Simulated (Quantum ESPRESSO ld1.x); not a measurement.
Task: Species: the iodine ion I+. Configuration: [Kr] 4d8 5s2 5p4 5d2 (not the ground configuration). Calculated with ld1.x of Quantum ESPRESSO 7.5: Dirac Kohn-Sham, LDA (Slater exchange, VWN5 correlation), spin-unpolarised, spherical densities, point nucleus; open shells are shared between the two j in proportion to 2j + 1.

Spin-orbit splittings of the eigenvalues, e(l+1/2) - e(l-1/2), with zeta = 2 splitting/(2l+1) and mean radii in bohr:

| shell | occ. | splitting (eV) | zeta (eV) | <r> j=l-1/2 | <r> j=l+1/2 |
|---|---|---|---|---|---|
| 2p | 6 | ? | ? | 0.09851 | 0.1042 |
| 3p | 6 | 56.19 | 37.46 | 0.3042 | 0.3157 |
| 3d | 10 | 11.84 | 4.736 | 0.2864 | 0.2900 |
| 4p | 6 | 11.43 | 7.619 | 0.7615 | 0.7883 |
| 4d | 8 | 1.877 | 0.7508 | 0.8787 | 0.8886 |
| 5p | 4 | 1.634 | 1.090 | 2.005 | 2.084 |
| 5d | 2 | 0.1285 | 0.05141 | 3.213 | 3.255 |

Estimate the 2p splitting.

Result: 298.3 eV (zeta = 198.9 eV).
